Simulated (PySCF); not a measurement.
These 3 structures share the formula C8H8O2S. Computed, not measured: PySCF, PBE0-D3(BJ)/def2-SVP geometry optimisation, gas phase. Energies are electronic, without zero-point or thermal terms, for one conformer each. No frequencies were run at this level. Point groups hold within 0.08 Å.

**Question.** Order them by energy at this level, lowest first, and give relative energies in kJ/mol.
A. `[CH3:1][S:2][c:3]1[cH:4][cH:5][c:6]([C:7](=[O:8])[OH:9])[cH:10][cH:11]1` with C1–S2–C3–C4 -2°, C5–C6–C7–O8 179°, C6–C7–O9–H 180°
B. `[CH2:1]=[CH:2][S:3](=[O:4])(=[O:5])[c:6]1[cH:7][cH:8][cH:9][cH:10][cH:11]1` with C1–C2–S3–O4 2°, C2–S3–C6–C7 93°
C. `[O:1]=[S:2]1(=[O:3])[CH2:4][CH2:5][c:6]2[cH:7][cH:8][cH:9][cH:10][c:11]21` with O1–S2–C4–C5 143°, S2–C4–C5–C6 -33°, C4–C5–C6–C7 -158°, O1–S2–C11–C10 48°

**Answer.** A (0.0), C (232.9), B (342.7).

As drawn, the lowest has a C=O bond, an O–H bond and a C(=O)–O unit, which the highest lacks; the highest has an S=O bond and a C=C bond outside aromatic rings, which the lowest lacks.

```json
{"SMILES": "CSc1ccc(C(=O)O)cc1", "E (Eh)": "-857.23346", "E rel (kJ/mol)": "0.0", "dipole (D)": "3.30", "point group": "–", "A, B, C (MHz)": "3063, 450.7, 393.9"}
{"SMILES": "O=S1(=O)CCc2ccccc21", "E (Eh)": "-857.14474", "E rel (kJ/mol)": "232.9", "dipole (D)": "5.22", "point group": "C1", "A, B, C (MHz)": "1902, 861.0, 679.3"}
{"SMILES": "C=CS(=O)(=O)c1ccccc1", "E (Eh)": "-857.10294", "E rel (kJ/mol)": "342.7", "dipole (D)": "4.82", "point group": "C1", "A, B, C (MHz)": "1952, 687.1, 624.8"}
```
